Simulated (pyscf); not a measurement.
H₃Si–O–GaH₂ (SMILES [SiH3][O][GaH2]) → GaH (SMILES [GaH]) [singlet] + HO–SiH₃ (SMILES O[SiH3]), a 1,1-elimination (singlet surface; Ga–O, Ga–H broken, H–O formed). PySCF, gas phase, ωB97X-D3(BJ)/def2-SVP geometries. MP2 and CC: frozen core, UHF for open shells. ΔMP2 is the change of the MP2 total energy from the triple- to the quadruple-zeta basis. Energies in kcal/mol from the reactant's lowest minimum found.

Small-basis levels: PySCF, no dispersion term, spherical d functions. AM1 to PM7: differences of heats of formation from MOPAC, which are fitted to 298 K values and so differ in kind from electronic energies by zero-point and thermal terms. GFN2-xTB: tblite. Cost: rough CPU time at the saddle relative to B3LYP/6-31G*+LANL2DZ, from one job on a shared machine.

| level | barrier | reaction energy | cost |
|---|---|---|---|
| HF/STO-3G | 105.6 | +98.5 | 0.1 |
| HF/3-21G | 80.7 | +61.3 | 0.10 |
| PBE/6-31G*+LANL2DZ | 55.5 | +41.8 | 1 |
| B3LYP/LANL2DZ | 59.4 | +46.7 | 0.7 |
| B3LYP/6-31G*+LANL2DZ | 63.3 | +42.2 | 1 |
| B3LYP/def2-SVP | ? | +34.2 | 2 |
| GFN2-xTB | 44.1 | +31.2 | under 0.02 |
| PM3 | 15.6 | +3.1 | under 0.02 |
| PM6 | ? | +56.0 | under 0.02 |
| CCSD(T)/def2-TZVPP + ΔMP2(QZVPP) | ? | +37.7 | – |

Q: Some entries are withheld; supply them.

A: 
- B3LYP/def2-SVP, barrier: 55.8
- PM6, barrier: 49.2
- CCSD(T)/def2-TZVPP + ΔMP2(QZVPP), barrier: 61.6

Against the last row the barrier runs from -46.1 (PM3) to +44.0 kcal/mol (HF/STO-3G). At PM6 this geometry lies under one side, so the entry may be no barrier of that level: it is a single point on another level's saddle. CCSD(T)/def2-TZVPP + ΔMP2(QZVPP) has limits of its own. On the product side the descent ends in an adduct with a Ga–O contact, 11.5 kcal/mol under the separated species and 35.0 kcal/mol under the saddle at ωB97X-D3(BJ)/def2-TZVP. What is counted as broken (Ga–O) persists as a longer contact in the product adduct; parting that adduct is a step of its own. At ωB97X-D3(BJ)/def2-TZVP the barrier from the zero used here is 64.7 kcal/mol. This is the saddle that the search found; another between the same sides may lie lower. The CCSD(T) − MP2 part came from Ansatz, without density fitting, on the same reference. The frozen core leaves the outer d or s,p core shells of the metals and heavy elements correlated in the MP2 and CC values, and def2-TZVPP describes them poorly, which can shift differences by a few kcal/mol. In the def2 sets elements up to Kr have no core potential.
